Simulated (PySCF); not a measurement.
## Cd(42+) (cadmium, charge +42): Hartree-Fock from Schrödinger to Dirac-Coulomb-Breit

Occupied: 1s1/2, 2s1/2, 2p1/2. Hartree-Fock calculated with PySCF 2.14 in an even-tempered Gaussian basis (16 s from 6.8 bohr⁻², ratio 2.7; 12 p from 8.2 bohr⁻², ratio 2.7), Gaussian nucleus throughout. NR is non-relativistic, sf-X2C the spin-free one-electron X2C Hamiltonian, X2C adds the bare one-electron spin-orbit term, X2C-SNSO screens it by Boettger's factors, DC is four-component Dirac-Coulomb, and the Gaunt and Breit terms are added at first order (total energies over the DC spinors, levels after relaxing the spinors in that mean field). QED terms are absent. Levels marked empty are virtual spinors of this ion.

```json
{"Hamiltonian": "X2C", "E (hartree)": "-3414.6039", "E − E(DC) (hartree)": "0.5170", "CPU seconds": "0.16"}
{"Hamiltonian": "X2C-SNSO", "E (hartree)": "-3414.0984", "E − E(DC) (hartree)": "1.0225", "CPU seconds": "0.16"}
{"Hamiltonian": "DC", "E (hartree)": "-3415.1209", "E − E(DC) (hartree)": "0.0000", "CPU seconds": "5.6"}
{"Hamiltonian": "DC+Gaunt", "E (hartree)": "-3412.5514", "E − E(DC) (hartree)": "2.5695", "CPU seconds": "11"}
{"Hamiltonian": "DC+Breit", "E (hartree)": "-3412.6848", "E − E(DC) (hartree)": "2.4361", "CPU seconds": "31"}
```

```json
{"level (eV)": "1s1/2", "X2C": "-30355.8", "X2C-SNSO": "-30356.5", "DC": "-30373.0", "DC+Gaunt": "-30321.3", "DC+Breit": "-30322.9"}
{"level (eV)": "2s1/2", "X2C": "-7028.8", "X2C-SNSO": "-7029.0", "DC": "-7031.0", "DC+Gaunt": "-7026.0", "DC+Breit": "-7026.5"}
{"level (eV)": "2p1/2", "X2C": "-6893.7", "X2C-SNSO": "-6887.0", "DC": "-6888.6", "DC+Gaunt": "-6878.1", "DC+Breit": "-6879.4"}
{"level (eV)": "2p3/2 (empty)", "X2C": "-6461.5", "X2C-SNSO": "-6464.5", "DC": "-6464.8", "DC+Gaunt": "-6459.6", "DC+Breit": "-6460.8"}
{"level (eV)": "3s1/2 (empty)", "X2C": "-2904.7", "X2C-SNSO": "-2904.7", "DC": "-2905.2", "DC+Gaunt": "-2903.8", "DC+Breit": "-2904.0"}
```

Weight of the small component: 1s1/2 0.0311, 2s1/2 0.00718, 2p1/2 0.00714, 2p3/2 0.00679, 3s1/2 0.00293.

Koopmans' value for the highest occupied level at DC+Breit: 6879.4 eV, against an ionisation energy of 6869 ± 8 eV (semi-empirical (NIST evaluation); NIST Atomic Spectra Database, ionization energies); the former lacks relaxation, correlation, QED and recoil.

The whole ladder took 50 s of wall time on 1 thread of Neoverse-V1 (shared host), launched as `OMP_NUM_THREADS=1 python relrun2.py TASK.json OUT` (a driver that calls PySCF for each Hamiltonian).
